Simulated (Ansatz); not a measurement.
C3H9O (SMILES CC[OH+]C), charge +1, singlet, at a GFN2-xTB geometry; MP2/STO-3G in Ansatz (a program for electronic structure).

Ansatz was given this input:
Ansatz 0.2 input:
```yaml
crystal:
  periodic: [false, false, false]
  atoms:
    - {symbol: O, position_ang: [0.05586026, -0.68329506, 0.10783272]}
    - {symbol: C, position_ang: [-0.01267142, 0.78735284, 0.04115579]}
    - {symbol: C, position_ang: [1.38355249, -1.24026318, -0.03569941]}
    - {symbol: C, position_ang: [-1.46605047, 1.19333821, -0.02607106]}
    - {symbol: H, position_ang: [0.46194579, 1.14755225, 0.95586541]}
    - {symbol: H, position_ang: [0.54921487, 1.13949274, -0.82841198]}
    - {symbol: H, position_ang: [1.30407869, -2.32340103, 0.04514691]}
    - {symbol: H, position_ang: [1.83952611, -0.96559385, -0.98766160]}
    - {symbol: H, position_ang: [1.99255470, -0.86591714, 0.78630868]}
    - {symbol: H, position_ang: [-1.93476522, 0.85317512, -0.94730704]}
    - {symbol: H, position_ang: [-2.01811662, 0.80424113, 0.82553218]}
    - {symbol: H, position_ang: [-1.53452893, 2.27727882, -0.00067742]}
    - {symbol: H, position_ang: [-0.53577495, -1.04303488, -0.58776898]}
basis:
  gaussian:
    orbitals: STO-3G
total_charge: 1
magnetization: {spin_polarized: false}
correlation: {method: mp2, electrons: outside_noble_gas}
accuracy: high
```

What the program printed (banner, timings and long lists left out):

```
Functional definition: HF
594 factors; integrals over basis functions are off by at most 4.8e-9 eV
mean field evaluation 1: about -5199.3563 eV, gradient 1.5e1 eV
mean field evaluation 2: about -5199.6232 eV, gradient 1.5e1 eV
mean field evaluation 4: about -5200.4524 eV, gradient 1.1e0 eV
mean field evaluation 8: about -5200.4570 eV, gradient 2.0e-6 eV
mean field -5200.45695980 eV, -191.1132682765 hartree, gradient 2.0e-8 eV, S^2 0.000000; 0 other end points of the search recorded, 0 dependent functions left out
4 core orbitals not correlated
reference -5200.45695980 eV, -191.1132682765 hartree; 13, 13 occupied and 12, 12 virtual orbitals, 594 factors
second order -5.46661384 eV of doubles, -0.00000000 eV of singles
Total energy: -5205.92357365 eV, -191.3141626299 hartree
```
